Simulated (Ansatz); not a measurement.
Species: C$_{2}$H$_{8}$PSi (charge 0, doublet). It need not be the lowest isomer of its formula. 
Geometry from a B3LYP-D3(BJ)/def2-TZVP (Ansatz, a first-principles code) optimisation:
```xyz
12

C     -1.9565     0.4776     0.1657
Si    -0.3614    -0.4094    -0.3042
C     -0.0179    -1.8222     0.8970
P      1.3130     1.1224    -0.4412
H     -2.1742     1.2930    -0.5250
H     -2.8025    -0.2124     0.1599
H     -1.8758     0.8996     1.1729
H     -0.8400    -2.5413     0.9006
H      0.8996    -2.3501     0.6356
H      0.0944    -1.4289     1.9125
H      1.5908     1.1426     0.9561
H      2.3191     0.1597    -0.7130
```
Charge 0, spin multiplicity 2.

Parts of the frozen-core correlation energy in 6-31G (Ansatz, hartree). Frozen orbitals: 12; correlated occupied orbitals by spin: 13 and 12; virtual: 35 and 36. UHF or UKS for open shells. Spin-orbit coupling is left out. Non-relativistic.

| term | value |
|---|---|
| reference (HF) | -709.90117 |
| MP2 opposite-spin | ___ |
| MP2 same-spin | ___ |
| CCSD correlation | -0.33715 |
| (T) | ___ |
| T1 diagnostic | 0.009 |
| largest doubles amplitude | 0.033 |
| <S^2> of the reference | 0.754 |

**Question.** What belongs in the gaps?

**Answer.** 
- MP2 opposite-spin, value: -0.23038
- MP2 same-spin, value: -0.05384
- (T), value: -0.00705
